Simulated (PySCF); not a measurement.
N$_{2}$, singlet, geometry from GFN2-xTB. Base run: B3LYP/def2-SVP run with PySCF.

Geometry (Å):
```xyz
2

N      0.0000     0.0000    -0.5491
N      0.0000     0.0000     0.5491
```
All else is at PySCF's defaults.
Base energy -109.43921 Eh.

The base run was repeated with changes; each row names its change, and settings that it needs were set with it.

| change | ΔE vs base (µEh) | grid points | electrons on the grid |
|---|---|---|---|
| base | 0.0 | 27808 | 14.00000 |
| grids.prune = dft.gen_grid.sg1_prune | 5.7 | 12624 | 13.99998 |
| grids.level = 5 | 0.8 | 84232 | 14.00000 |
| grids.becke_scheme = stratmann | 2.0 | 27808 | 14.00000 |
| grids.prune = off | 0.0 | 45304 | 14.00000 |
| grids.atom_grid = (99, 590) | 0.8 | 61192 | 14.00000 |
| grids.radi_method = gauss_chebyshev | 0.1 | 27376 | 14.00000 |
| grids.atom_grid = (150, 974) | 0.8 | 152280 | 14.00000 |
| grids.atom_grid = (75, 302) | 0.0 | 27808 | 14.00000 |
| grids.level = 2 | -0.1 | 21984 | 14.00000 |
| grids.atom_grid = (50, 194) | 5.6 | 12776 | 13.99999 |
